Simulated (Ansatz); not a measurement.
`[NH2][Ta]([OH])([OH])=[S]`, relaxed with RKS PBE0-D4/def2-TZVP in Ansatz 0.2.0 from a PBE-D4/def2-SVP geometry. The force threshold is 0.005 eV/Å; the program also tests the step.

The species carries charge 0 and has multiplicity 1. Ta: def2 effective core potential.

Start:

```xyz
9

N     0.967    0.017    1.321
Ta   -0.090    0.045   -0.355
O    -1.603    1.200   -0.127
O    -0.752   -1.718   -0.714
S     1.277    0.757   -1.910
H     0.584   -0.277    2.227
H     1.951    0.282    1.427
H    -1.818    2.078   -0.485
H    -0.516   -2.384   -1.382
```

Q: By how much does the energy fall, and how many steps does the optimiser take? (Estimate.)

A: Computed: 1.10 kcal/mol, in 5 steps.

Q: Which bonds change most? (Estimate.)

A: The calculation gave: Ta2–S5 from 2.189 to 2.168 Å; Ta2–O4 from 1.917 to 1.899 Å; Ta2–O3 from 1.917 to 1.899 Å; N1–H6 from 1.027 to 1.010 Å.

Q: Give the relaxed structure. (Best estimate.)

A: Computed: 
```xyz
9

N     0.967    0.015    1.331
Ta   -0.078    0.045   -0.338
O    -1.585    1.180   -0.117
O    -0.746   -1.697   -0.695
S     1.257    0.748   -1.895
H     0.595   -0.273    2.225
H     1.936    0.280    1.416
H    -1.805    2.016   -0.528
H    -0.542   -2.314   -1.398
```
